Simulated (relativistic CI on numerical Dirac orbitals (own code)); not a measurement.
Ti³⁺ in a cubic cluster: L2,3 absorption with charge transfer

Computed with a charge-transfer multiplet model of a cubic metal-ligand cluster with up to one ligand hole, Slater and spin-orbit integrals from Dirac-Coulomb-Breit ions, Slater integrals scaled by 0.9. The ground state mixes d1 with configurations of k ligand holes L, whose averages lie at kΔ + k(k − 1)U_dd/2; a core hole lowers each added d electron by U_cd. 20 K, Lorentzian 0.4 eV and Gaussian 0.3 eV FWHM.

Atomic integrals in eV (Slater integrals scaled, ζ unscaled), ground: F2dd 7.400, F4dd 4.602, zeta_d 0.017; with the core hole: F2dd 9.239, F4dd 5.798, zeta_d 0.027, zeta_core 3.743, F2cd 5.060, G1cd 3.685, G3cd 2.090. Where a configuration has fewer than two d electrons, the dd integrals are those of d2.

Cluster parameters (eV): Δ = 4.6, U_dd = 3.9, U_cd = 5, 10Dq(ligand) = 0.8, V(eg) = 1.65, V(t2g) = -0.9, final-state hopping factor = 1.

```json
{"Case": "10Dq = 0.1 eV", "n_d": "1.26", "d1": "0.74", "d2L": "0.26", "S": "0.50"}
{"Case": "10Dq = 0.4 eV", "n_d": "1.26", "d1": "0.74", "d2L": "0.26", "S": "0.50"}
{"Case": "10Dq = 1 eV", "n_d": "1.25", "d1": "0.75", "d2L": "0.25", "S": "0.50"}
{"Case": "10Dq = 1.3 eV", "n_d": "1.25", "d1": "0.75", "d2L": "0.25", "S": "0.50"}
{"Case": "10Dq = 1.6 eV", "n_d": "1.24", "d1": "0.76", "d2L": "0.24", "S": "0.50"}
```

Weights, n_d and S are thermal averages at 20 K. Photon energies count from the first peak over 30 % of the highest in each spectrum, which can be another peak from case to case. The parameters are a model scan and need not match a compound or its usual spin state. Peaks in eV (height, largest 100):
- 10Dq = 0.1 eV: -0.9 (23), 0.0 (62), 0.7 (93), 3.3 (50), 5.9 (100), 6.3 (100), 8.7 (11)
- 10Dq = 0.4 eV: -1.1 (24), 0.0 (60), 0.5 (88), 1.4 (38), 3.0 (45), 3.7 (43), 6.1 (100), 8.7 (9)
- 10Dq = 1 eV: -1.6 (13), 0.0 (31), 1.9 (93), 3.9 (49), 5.2 (43), 6.4 (72), 7.4 (100), 10.3 (7)
- 10Dq = 1.3 eV: -1.9 (16), 0.0 (33), 1.9 (93), 3.4 (58), 5.1 (46), 6.2 (85), 7.4 (100), 10.3 (6)
- 10Dq = 1.6 eV: -2.0 (20), 0.0 (36), 1.9 (89), 3.3 (70), 5.2 (50), 6.2 (91), 7.5 (100)

For the case 10Dq = 1 eV, Δ = 4.6 eV is larger than U_dd = 3.9 eV, the Mott-Hubbard side of the Zaanen-Sawatzky-Allen scheme. With the core hole the configuration with one ligand hole lies at Δ + U_dd − U_cd = 3.5 eV above the one without, against Δ in the ground state. The added d electron screens the hole, so the order of the configurations is kept and charge-transfer satellites are weaker than in photoemission.

With at most 1 ligand hole the space is cut while the next configuration still counts, so covalency is underestimated, and a final configuration with one more ligand hole, which can lie low, is missing from the spectra.
